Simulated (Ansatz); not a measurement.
Reaction: BGeH4F (SMILES [GeH3][BH]F) → BGeH3F (SMILES F[B][GeH3], doublet) + H (doublet) (the B-H bond breaks)
Each species at its own B3LYP-D3(BJ)/def2-TZVP minimum (Ansatz, a first-principles code).

Total energies in hartree (Ansatz). Open shells are spin-unrestricted; no spin-orbit coupling. Cores are frozen in correlated methods (noble-gas shells, and filled d and f shells in the p block). No relativity. Where a partner has so few electrons that a lower coupled-cluster level is exact, that level stands in.

```csv
species,HF/cc-pVTZ,CCSD(T)/cc-pVTZ,HF/cc-pVQZ,CCSD(T)/cc-pVQZ,CCSD(T)/cc-pVDZ,CCSDT(Q)/cc-pVDZ
1: BGeH4F (SMILES F[BH][GeH3]),-2201.93380,-2202.45588,-2201.94750,-2202.50524,-2202.23027,-2202.23191
"2: BGeH3F (SMILES F[B][GeH3], doublet)",-2201.30051,-2201.78990,-2201.31446,-2201.83835,-2201.56895,-2201.57071
3: H (doublet),-0.49981,-0.49981,-0.49995,-0.49995,-0.49928,-0.49928
```

Task: Work out the bond dissociation energy (electronic) in kJ/mol: take Hartree-Fock from cc-pVQZ, extrapolate the CCSD(T) correlation energy as X^-3 (X = 3, 4), and add CCSDT(Q) - CCSD(T) in cc-pVDZ. 1 hartree = 2625.5 kJ/mol.

Result: 
Species 1: correlation (64·(-0.55774) - 27·(-0.52208))/37 = -0.58376; step -0.00164; E1 = -2201.94750 + (-0.58376) + (-0.00164) = -2202.53290
Species 2: correlation (64·(-0.52389) - 27·(-0.48939))/37 = -0.54907; step -0.00176; E2 = -2201.31446 + (-0.54907) + (-0.00176) = -2201.86529
Species 3: correlation (64·(0.00000) - 27·(0.00000))/37 = 0.00000; step +0.00000; E3 = -0.49995 + (0.00000) + (+0.00000) = -0.49995
-1·E1 +1·E2 +1·E3 = 0.16766 hartree = 440.2 kJ/mol.
